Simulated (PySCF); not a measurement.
## Spin-Hamiltonian simulation

Molecule: B(vinyl)3 (C=CB(C=C)C=C, C6H9B).

Geometry:
```csv
atom,x (Å),y (Å),z (Å)
B1,-0.322,0.120,0.001
C2,1.226,0.278,-0.123
C3,2.109,-0.459,0.571
H4,1.641,1.081,-0.747
H5,1.781,-1.254,1.248
H6,3.190,-0.283,0.517
C7,-1.269,1.345,-0.207
C8,-0.853,2.584,-0.520
H9,-2.352,1.200,-0.095
H10,0.209,2.818,-0.647
H11,-1.547,3.420,-0.662
C12,-0.971,-1.259,0.334
C13,-0.451,-2.446,-0.022
H14,-1.967,-1.274,0.801
H15,0.514,-2.510,-0.536
H16,-0.972,-3.394,0.155
```

How the numbers were obtained: shieldings: GIAO B3LYP/pcSseg-1, PBE0-D3(BJ)/def2-SVP structure, J couplings at B3LYP/pcJ-1 (spin–dipole term only in couplings to heteroatoms), in PySCF (one computed conformer, relativity neglected, no solvent model, equivalent nuclei averaged).

Referencing at the same level of theory: ¹H vs TMS.

The 3-spin Hamiltonian (Zeeman plus full scalar coupling among like nuclei) was diagonalised exactly; lines are Lorentzian, 1.0 Hz wide, and the maxima above 3 % are listed with the tallest set to 100.

Peak list at 700 MHz for the spins H4/H5/H6:
Hz from δ = 0 (height): 4875.8 (25), 4858.8 (35), 4858.1 (35), 4841.0 (30), 4502.5 (100), 4485.1 (87)

Task: Extract the chemical shifts and coupling constants behind this pattern (give the signs of the calculation).

Result: 
Shifts (ppm): H4 6.94, H5/H6 6.42.
Couplings (Hz): H4–H5, H4–H6: 17.4; H5–H6: 4.7.
These are the parameters used. A line list fixes at most the relative signs, and those only where coupling is strong; other parameter sets or atom labellings may fit too, and couplings well below the line width leave little trace. Those between chemically equivalent but magnetically inequivalent protons (AA′, BB′) do shape the pattern.

Unscaled 3J(H,H) at this level run about 10 % above measured values.
